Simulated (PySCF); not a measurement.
C₂H₄Cl₂OSi, SMILES C([Si](Cl)(Cl)O)=C.

Geometry optimised at TPSSh-D3(BJ)/def2-SVP. The values are those of a single conformer.

Two levels are set side by side: PBE/def2-TZVP (PySCF) and CAM-B3LYP/def2-TZVP (PySCF). Same geometry, gas phase. Differences are taken from unrounded values.

```tsv
quantity	CAM-B3LYP	PBE	PBE minus CAM-B3LYP
orbital gap (eV)	9.86	5.20	-4.66
highest occupied level (eV)	-9.70	-7.21	2.49
lowest empty level (eV)	0.16	-2.01	-2.17
dipole moment (D)	1.35	1.32	-0.03
mean polarisability (bohr³)	72.3	75.7	3.4
```

PBE's occupied levels lie high since its potential decays too fast outside the molecule; exact exchange lowers them and widens the gap. Loosely held outer electrons make PBE densities more polarisable. Differences between two approximate levels are no errors against the true value.

Rough cost on one machine, each run with all the roots and properties that it gave: CAM-B3LYP against PBE within a factor of 2.
